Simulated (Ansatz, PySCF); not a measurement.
This Ansatz (an electronic-structure program) input computes a BLYP/def2-TZVPD energy:

Ansatz 0.2 input:
```yaml
crystal:
  periodic: [false, false, false]
  atoms:
    - {symbol: C, position_ang: [-0.00000000, -0.00000000, -1.23960541]}
    - {symbol: N, position_ang: [0.00000000, 0.00000000, 0.00000000]}
    - {symbol: C, position_ang: [0.00000000, 0.00000000, 1.23960541]}
basis:
  gaussian:
    orbitals: def2-TZVPD
hamiltonian:
  xc: {name: BLYP}
magnetization: {spin_polarized: true, initial_magnetization: 1}
output: {forces: true}
```

**Question.** Write an input for the same energy in PySCF and say what it gives.

**Answer.** 
```python
from pyscf import gto, scf, dft

mol = gto.M(
    atom='''
    C    -0.00000000   -0.00000000   -1.23960541
    N     0.00000000    0.00000000    0.00000000
    C     0.00000000    0.00000000    1.23960541
    ''',
    basis='def2-tzvpd',
    charge=0,
    spin=1,
    symmetry='D2h',
    verbose=4,
)

mf = dft.UKS(mol, xc='blyp').density_fit(auxbasis='def2-universal-jkfit')
mf.grids.level = 3
mf.conv_tol = 1e-9
mf.max_cycle = 100
mf.max_memory = 1500
mf.kernel()
if not mf.converged:
    mf = mf.newton()
    mf.kernel(mf.make_rdm1())
mf.analyze()
```
It gives -130.78111 Eh, and Ansatz -130.78109 Eh, a difference of 0.02 mEh, from the treatment of integrals and grids.

It need not be the lowest isomer of its formula.
